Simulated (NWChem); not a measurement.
Basis-set dependence for I (-1)

```xyz
1

I      0.0000     0.0000     0.0000
```
Charge -1, spin multiplicity 1.

Everything below was run with NWChem.

Hartree-Fock energies in Ha, correlation energies in mHa.

Effective core potentials replace the inner electrons of I; spin-orbit coupling is left out. The correlated methods keep 4 core orbitals frozen. No row is a measurement; the coupled-cluster row has its own basis-set and correlation limits.

```csv
basis,functions,RHF,MP2,SCS-MP2,CCSD,CCSD+T(CCSD),CCSD(T),CR-CCSD[T],CR-CCSD(T)
def2-SVPD,35,-296.73862,-131.5,-122.5,-138.9,-142.3,-142.2,-141.8,-141.7
def2-TZVPD,59,-296.74354,-502.4,-442.4,-475.0,-484.7,-484.6,-482.8,-482.6
```

From def2-SVPD to def2-TZVPD the Hartree-Fock energy moves by -4.9 mHa and the MP2 correlation energy by -370.8 mHa, which is 74 % of its value in the larger set.
